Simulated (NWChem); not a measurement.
## Ionisation of hydrogen iodide (HI)

SMILES: I
```xyz
2

I      0.0000     0.0000     0.0302
H      0.0000     0.0000    -1.6026
```
Charge 0, spin multiplicity 1.

The numbers come from NWChem runs, not from measurements. Structure: optimised with PBE/def2-SVP with def2 effective core potentials on I, a minimum by its harmonic frequencies.

Basis set: def2-TZVP. The species with one electron less has spin multiplicity 2 and keeps the geometry of the parent. Δ marks differences of total energies (open shells unrestricted). −ε marks an orbital energy of the parent. That orbital need not have the symmetry of the hole or added electron in the Δ rows.

Effective core potentials replace the inner electrons of I; spin-orbit coupling is left out. B3LYP has NWChem's definition, with VWN1-RPA local correlation. The stability of the SCF solutions was not checked.

Problem. Order these methods by the first vertical ionisation energy they give, lowest first: −ε(HOMO) of HF, −ε(HOMO) of B3LYP, −ε(HOMO) of BHandHLYP, −ε(HOMO) of PBE, −ε(HOMO) of TPSS, ΔB3LYP.

Solution. −ε(HOMO) of PBE (6.76 eV), −ε(HOMO) of TPSS (6.87 eV), −ε(HOMO) of B3LYP (7.68 eV), −ε(HOMO) of BHandHLYP (8.92 eV), −ε(HOMO) of HF (10.52 eV), ΔB3LYP (10.61 eV)
